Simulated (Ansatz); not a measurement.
Start from `[OH][InH][Cl]` and change one element to get `[OH][InH][Br]`.

Ansatz, PBE0-D4/def2-TZVP geometries, multiplicity 1. Each molecule was computed in one conformer, which needn't be the lowest.

Elements past krypton have def2 core potentials. Scalar relativity is left out up to krypton.

```
                                          property  `[OH][InH][Cl]`
             LUMO energy (ωB97M-V/def2-TZVPP) / eV            -0.02
size of the dipole moment (ωB97M-V/def2-TZVPP) / D             1.44
    size of the dipole moment (PBE/def2-TZVPP) / D             1.32
                 LUMO energy (PBE/def2-TZVPP) / eV            -2.29
  size of the dipole moment (B3LYP/def2-TZVPP) / D             1.39
                HOMO energy (PBE0/def2-TZVPP) / eV            -8.64
```

Give the same properties after the change, and the shifts. (An estimate is asked.)

Computed: 
```json
{"property": "LUMO energy (ωB97M-V/def2-TZVPP) / eV", "`[OH][InH][Br]`": "-0.05", "shift": "-0.03"}
{"property": "size of the dipole moment (ωB97M-V/def2-TZVPP) / D", "`[OH][InH][Br]`": "3.45", "shift": "2.01"}
{"property": "size of the dipole moment (PBE/def2-TZVPP) / D", "`[OH][InH][Br]`": "3.18", "shift": "1.86"}
{"property": "LUMO energy (PBE/def2-TZVPP) / eV", "`[OH][InH][Br]`": "-2.34", "shift": "-0.05"}
{"property": "size of the dipole moment (B3LYP/def2-TZVPP) / D", "`[OH][InH][Br]`": "3.35", "shift": "1.96"}
{"property": "HOMO energy (PBE0/def2-TZVPP) / eV", "`[OH][InH][Br]`": "-8.16", "shift": "0.48"}
```

Dipoles are sizes alone; their direction can turn.

B3LYP here is the variant with VWN-RPA as its local correlation; programs differ in this.

Spin–orbit coupling is left out; it splits and shifts lone-pair levels of the heavy atoms by tenths of an eV.
